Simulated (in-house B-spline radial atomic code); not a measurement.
## RPA and G0W0 on PBE: Ni5+

Configuration [Ar] 3d5, highest spin, mean-field start PBE. Computed with a B-spline radial code for spherical atoms: all electrons, non-relativistic, point nucleus, each spin shell either full or empty, empty states to l = 9 with an (l + 1/2)⁻⁴ tail; G0W0 by contour deformation at full frequency.

Command:
```bash
python run_gw.py task.json out
```
Settings (radii: box in bohr, nucleus in fm):
```
Z                        28
electrons                23
configuration            [Ar] 3d5
hamiltonian              nr
method                   pbe,pbe
lmax                     9
spin_polarised           True
box_radius               10.43
intervals                49
```

Run time, properties included: 1 s on 1 thread of Intel(R) Xeon(R) 6975P-C (Granite Rapids) (shared host).

Energies (hartree):

```tsv
term	value
mean-field total	-1500.86721
Hartree-Fock functional on these orbitals	-1500.12455
direct second order	-1.781
second-order exchange	0.58229
SOSEX correction	0.53957
```

Q: What is the RPA correlation energy, and what remains with SOSEX?

A: RPA gives -1.5809 hartree (-1.87 eV per electron); RPA + SOSEX gives -1.0413, and the second-order doubles -1.1987 hartree (no singles). SOSEX takes back 34 % of the RPA value.

Quasi-particle levels (eV):

```json
{"level": "3d up", "occupied": "yes", "mean field": "-95.39", "Σx - vxc": "-14.57", "Σc": "?", "QP weight": "?", "G0W0": "?"}
{"level": "3p down", "occupied": "yes", "mean field": "-152.19", "Σx - vxc": "-13.35", "Σc": "0.78", "QP weight": "0.946", "G0W0": "-164.75"}
{"level": "3d down", "occupied": "no", "mean field": "-88.32", "Σx - vxc": "16.80", "Σc": "-5.77", "QP weight": "0.955", "G0W0": "-77.29"}
```

G0W0 = mean field + (Σx - vxc) + Σc, with Σc (partial-wave tail included) taken at the quasi-particle energy. Only the outer levels were computed. Levels of low weight are left out.

Q: Where does G0W0 put 3d up?

A: At -108.24 eV, with Σc = 1.72 eV and a quasi-particle weight of 0.952. The tabulated removal energy is 108 ± 1 eV (NIST, semi-empirical); the calculation leaves out relativity, Breit and QED terms, and what these don't explain is the method's own error.
